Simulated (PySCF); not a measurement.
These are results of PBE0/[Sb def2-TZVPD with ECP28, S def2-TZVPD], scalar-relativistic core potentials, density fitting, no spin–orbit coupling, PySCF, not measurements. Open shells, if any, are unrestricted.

Problem. What shape and geometry does isolated singlet SbS₃⁻ take (every ligand bound to Sb)?

Solution. Counting electrons, antimony keeps none of its valence electrons outside its bonds, so the VSEPR class is AX3 and the expected shape is trigonal planar (D3h), as computed. The lowest minimum found is a singlet of D3h symmetry with Sb–S 2.247 Å (×3); S–Sb–S 120.0° (×3). Its harmonic wavenumbers are 125 (a2''), 144 (e'), 417 (a1'), 466 (e') cm⁻¹ and its dipole moment is 0.00 D about the centre of mass.

This need not be the most stable arrangement of these atoms. The lowest empty level of this anion is unbound, so it and the gap depend on the basis.
